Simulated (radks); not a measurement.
Neutral promethium inside a hard spherical wall (all orbitals vanish at R), configuration held at [Xe] 4f5 6s2 and not refilled when levels cross. Calculated with a radial shooting solver on a logarithmic mesh with Libxc functionals: scalar-relativistic Kohn-Sham, LDA (Slater exchange, Perdew-Wang correlation), spin-polarised, spherical densities, finite nucleus; open shells are filled with parallel spins first (spin-orbit coupling, left out, can overturn this in heavy ions); Fermi nuclear charge, rms radius 4.962 fm. Eigenvalues in eV for spin up, with the zero of energy where the potential of the charges vanishes at infinity; a dash marks a level that is unbound or too diffuse for the functional's potential to be trusted. A positive occupied level is held by the wall or, in an anion where self-interaction has pushed it up, behind a barrier. The pressure on the wall is -dE/dV.

| R (bohr) | E (hartree) | kinetic (hartree) | e(5s) | e(5p) | e(6s) | e(4f) | e(5d, empty) | e(6p, empty) | pressure (GPa) |
|---|---|---|---|---|---|---|---|---|---|
| free | -10013.0692 | 10676.052 | -42.729 | -23.336 | -3.760 | -3.303 | -2.145 | -1.303 | 0 |
| 10 | -10013.0658 | 10676.081 | -42.526 | -23.136 | -3.596 | -3.103 | -1.965 | -0.910 | 0.0753 |
| 8 | -10013.0475 | 10676.191 | -41.954 | -22.577 | -3.044 | -2.536 | -1.443 | 0.091 | 0.720 |
| 6 | -10012.9349 | 10676.688 | -40.251 | -20.939 | -0.692 | -0.809 | 0.293 | 3.846 | 8.14 |
| 5 | -10012.7157 | 10677.537 | -38.367 | -19.162 | 3.030 | 1.196 | 2.512 | 9.311 | 33.6 |
| 4 | -10012.0065 | 10680.241 | -34.414 | -15.372 | 13.230 | 5.709 | 7.756 | 23.069 | 188 |
| 2.5 | -10003.4742 | 10710.039 | -9.037 | 12.835 | 98.484 | 35.118 | 46.758 | 122.18 | 6410 |
